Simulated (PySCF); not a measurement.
**Ionisation energy of Si²⁺ by level of theory**

Si²⁺ [Ne] 3s2 (1S) → Si³⁺ [Ne] 3s1 (2S), as a difference of total energies. Computed with PySCF 2.14 in aug-cc-pV(T+d)Z with one added diffuse shell each of s, p, d, f type (7s6p5d3f, 71 functions), with no relativity, point nucleus. Correlated levels: valence: [Ne] frozen. The calculations carry no spin-orbit coupling.

```tsv
method	ionisation energy (eV)	error (eV)
UHF	31.959	-1.534
LDA	33.520	+0.027
PBE	33.381	-0.112
PBE0	33.244	-0.249
r2SCAN	32.866	-0.627
M06-L	33.267	-0.226
r2SCAN0	32.905	-0.588
B2PLYP	33.268	-0.225
revPBE	33.271	-0.222
MP2 (valence)	32.824	-0.669
SCS-MP2 (valence)	32.997	-0.496
```

Reference: 33.493 eV (measured; NIST Atomic Spectra Database, ionization energies).

Errors of the correlated levels include the incompleteness of this basis and the frozen core.

MP2 underrates the near-degeneracy of ns² with np² in the lower species.
